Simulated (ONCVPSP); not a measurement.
**P (Z = 15): ONCV pseudisation with PBE, scalar-relativistic reference atom.**

```json
{
 "Element": "P (Z = 15)",
 "Generator": "ONCVPSP 4.0.1",
 "Type": "optimised norm-conserving Vanderbilt (ONCV)",
 "Functional": "PBE",
 "Relativity": "scalar-relativistic",
 "Frozen core": "[Ne]",
 "Valence charge": "5",
 "Reference configuration": "3s2 3p3",
 "Partial waves": "3s: rc 1.45 bohr, ncon 3, nbas 7, qcut 4.2 1/bohr, 2 projectors, debl 2.1 Ha; 3p: rc 1.70 bohr, ncon 4, nbas 8, qcut 4.1 1/bohr, 2 projectors, debl 2.1 Ha; d scattering state at 0.02 Ha: rc 1.45 bohr, ncon 3, nbas 7, qcut 6.8 1/bohr, 2 projectors, debl 3.5 Ha",
 "Local potential": "polynomial inside 0.90 bohr (lpopt 5, dvloc0 -1 Ha)",
 "Core correction": "none"
}
```

All-electron outer shells of the reference configuration (PBE, scalar-relativistic, ld1.x):

| shell | level (eV) | outermost node (bohr) | outermost maximum (bohr) |
| --- | --- | --- | --- |
| 2s | -173.99 | 0.14 | 0.42 |
| 2p | -124.49 | – | 0.36 |
| 3s | -13.97 | 0.65 | 1.58 |
| 3p | -5.51 | 0.64 | 1.83 |

(1) Estimate the cutoffs (Ha) at which the residual kinetic energy of the hardest occupied pseudo-wave falls to 1 and 0.1 mHa per electron.

(2) Does the potential have ghost states?

(3) Which valence shell sets the plane-wave cutoff?

(4) Tests: 3s2 3p2; 3s2 3p1; 3s2 3p0; 3s1 3p4. Which has the largest error in its energy relative to the reference configuration, and how large is it?

## Answers

(1) 10 Ha and 54 Ha. The cutoffs count occupied waves only; projector 2 of the d channel, the hardest unoccupied one, needs 40 Ha at the loose tolerance.

(2) No bound ghost flagged; GHOST(+) flagged for s at 89.1 eV.

(3) 3s: 10 Ha for 1 mHa per electron, against 4 Ha for 3p.

(4) 3s2 3p0, with +24 meV (all-electron minus pseudo) on +58.62 eV.
